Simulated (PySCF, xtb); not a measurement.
C3H11BSi, SMILES CB(C)C[SiH3].

GFN2-xTB run with xtb at its own geometry gives an orbital gap of 4.69 eV and a dipole moment of 0.24 D.

Geometry optimised at PBE0-D3(BJ)/def2-SVP. This is a generated structure with no PubChem entry under its InChIKey; it may be hypothetical. The values are those of a single conformer.

Q: What does PySCF with M06-2X/def2-TZVP give? (An estimate is asked for; the answer gives what the named calculation found.)

A: gap 10.00 eV (levels -9.56 and 0.44 eV), dipole 0.61 D.
